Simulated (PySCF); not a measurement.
**From computed data to an observable: entropy of an ideal gas**

cyclopenta-2,4-dien-1-one (C₅H₄O), SMILES C1C=CC(=O)C=1.

Geometry optimised at PBE0-D3(BJ)/def2-SVP.

PBE0-D3(BJ)/def2-SVP (PySCF 2.14.0) gives the harmonic wavenumbers 213, 459, 469, 654, 665, 737, 746, 856, 866, 980, 986, 989, 1075, 1079, 1159, 1307, 1355, 1630, 1694, 1876, 3237, 3247, 3279, 3281 cm⁻¹ and the rotational temperatures 0.3921, 0.1898, 0.1279 K. The molar mass is 80.09 g/mol, the symmetry number 2, the spin multiplicity 1.

**Question.** Work out the entropy at 298.15 K and 1 atm in the rigid-rotor, harmonic-oscillator model.

**Answer.** 
Translation (Sackur–Tetrode at 1 atm): S = R[1.5 ln M + 2.5 ln T − 1.16487] = 163.4 J/(mol K).
Rotation: q = (√π/σ) T^1.5/√(θA θB θC) = 46800, S = R[ln q + 3/2] = 101.9 J/(mol K).
Vibration: with u = 1.4388 ν/T, each mode gives R[u/(e^u − 1) − ln(1 − e^−u)]:
| ν (cm⁻¹) | modes | u | S (J/(mol K)) |
|---|---|---|---|
| 213 | 1 | 1.03 | 8.44 |
| 459 | 1 | 2.21 | 3.22 |
| 469 | 1 | 2.26 | 3.10 |
| 654 | 1 | 3.16 | 1.53 |
| 665 | 1 | 3.21 | 1.47 |
| 737 | 1 | 3.56 | 1.11 |
| 746 | 1 | 3.60 | 1.07 |
| 856 | 1 | 4.13 | 0.70 |
| 866 | 1 | 4.18 | 0.67 |
| 980 | 1 | 4.73 | 0.42 |
| 986 | 1 | 4.76 | 0.41 |
| 989 | 1 | 4.77 | 0.41 |
| 1075 | 1 | 5.19 | 0.29 |
| 1079 | 1 | 5.21 | 0.28 |
| 1159 | 1 | 5.59 | 0.20 |
| 1307 | 1 | 6.31 | 0.11 |
| 1355 | 1 | 6.54 | 0.09 |
| 1630 | 1 | 7.87 | 0.03 |
| 1694 | 1 | 8.17 | 0.02 |
| 1876 | 1 | 9.05 | 0.01 |
The stiffer modes add less than 0.005 each. Sum 23.6 J/(mol K).
Spin: R ln 1 = 0.0 J/(mol K).
Total 288.9 J/(mol K); the program's own thermochemistry gives 288.9. Translation makes up 57 % and vibration 8 %. Anharmonicity, hindered rotation and orbital degeneracy are left out.
